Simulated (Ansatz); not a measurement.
`CN[SiH](N)F` → CH₃NH₂ + `N[Si]F` at 600 K and 1 bar (silylene formation by 1,1-elimination).

Computed with Ansatz on PBE0-D4/def2-TZVP structures; ΔE is electronic, products minus reactants. CCSD(T)/CBS is the MP2 limit (def2-TZVPP, def2-QZVPP) plus CCSD(T) − MP2 in def2-TZVPP, frozen cores. This one scheme is used for every species. Each species was taken in one conformer, which may not be the lowest.

```json
{"species": "`CN[SiH](N)F`", "CCSD(T)/CBS energy (Eh)": "-540.67593", "H − E (kJ/mol)": "311.4", "S (J/(mol·K))": "447.5"}
{"species": "CH₃NH₂", "CCSD(T)/CBS energy (Eh)": "-95.75281", "H − E (kJ/mol)": "199.3", "S (J/(mol·K))": "283.8"}
{"species": "`N[Si]F`", "CCSD(T)/CBS energy (Eh)": "-444.84306", "H − E (kJ/mol)": "109.0", "S (J/(mol·K))": "318.2"}
```

H − E and S are ideal-gas, rigid-rotor, harmonic terms from PBE0-D4/def2-TZVP, for one conformer and one mirror image of each species. 1 Eh = 2625.50 kJ/mol, R = 8.31446 J/(mol·K).

Question: By hand: ΔE, ΔH, ΔS and ΔG.

Answer: ΔE = (-95.75281) + (-444.84306) − (-540.67593) = 0.08006 Eh = 210.2 kJ/mol. Δ(H − E) = 199.3 + 109.0 − 311.4 = -3.1, so ΔH = 207.1 kJ/mol. ΔS = 283.8 + 318.2 − 447.5 = 154.5 J/(mol·K). ΔG = 207.1 − 600 × (154.5)/1000 = 114.4 kJ/mol.

Question: By hand: the equilibrium constant, and the temperature at which ΔG would vanish if ΔH and ΔS stayed fixed.

Answer: log₁₀ K = −ΔG/(RT ln 10) = -10.0. ΔG = 0 at ΔH/ΔS = 1340 K.

The number of gas molecules changes by +1, which sets the sign of ΔS. A doubt of 5 kJ/mol in ΔE shifts log₁₀ K by 0.4 here. Other conformers and mirror images would add mixing entropy, several J/(mol·K) or more a flexible species. These are equilibria of isolated gas molecules and say nothing of rates. Largest T1 diagnostic: 0.014 (customary marks: 0.02 for closed shells, 0.045 for open ones).
